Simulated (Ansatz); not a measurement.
Ge₃Te₂⁻. The state is a doublet with charge -1. Geometry PBE-D4/def2-SVP, that of the neutral singlet; atoms count from 1.

| atom | x (Å) | y (Å) | z (Å) |
| --- | --- | --- | --- |
| Ge1 | -1.827 | -0.641 | 0.313 |
| Ge2 | 1.628 | 1.094 | 0.020 |
| Ge3 | 0.537 | -1.221 | -0.899 |
| Te4 | -0.750 | 1.277 | -1.278 |
| Te5 | 0.412 | -0.509 | 1.844 |

In the def2 sets Te takes a core potential; there is no spin–orbit coupling. The highest occupied level of the charge -1 doublet lies above zero (up to 0.10 eV). By energy differences its removal costs 1.34 eV (vertical, to the charge 0 singlet, at PBE0-D4/def2-TZVPD); a positive level beside a positive removal energy at the same level points to self-interaction error. The structure comes from a short search, and lower isomers may exist.

Estimate the Mulliken populations from the PBE0/def2-TZVPD orbitals of Ansatz.


```csv
atom,charge (e),spin (α − β)
Ge1,-0.18,0.31
Ge2,-0.18,0.31
Ge3,-0.25,0.05
Te4,-0.20,0.16
Te5,-0.20,0.16
```
Mulliken values and Mayer orders depend strongly on the basis. With diffuse functions, as here, like atoms can get unlike values, and bond orders can come out too low or too high.

Where does the spin sit?

Summed by element: Ge 0.67, Te 0.33, of 1 unpaired in all. Largest on single atoms: Ge2 0.31, Ge1 0.31, Te4 0.16.

And the Mayer bond orders between bonded heavy atoms (over 0.3)?

Ge1–Ge3 0.73 (2.72 Å); Ge1–Te4 0.83 (2.72 Å); Ge1–Te5 0.83 (2.72 Å); Ge2–Ge3 0.73 (2.72 Å); Ge2–Te4 0.83 (2.72 Å); Ge2–Te5 0.83 (2.72 Å); Ge3–Te4 0.62 (2.84 Å); Ge3–Te5 0.62 (2.84 Å).
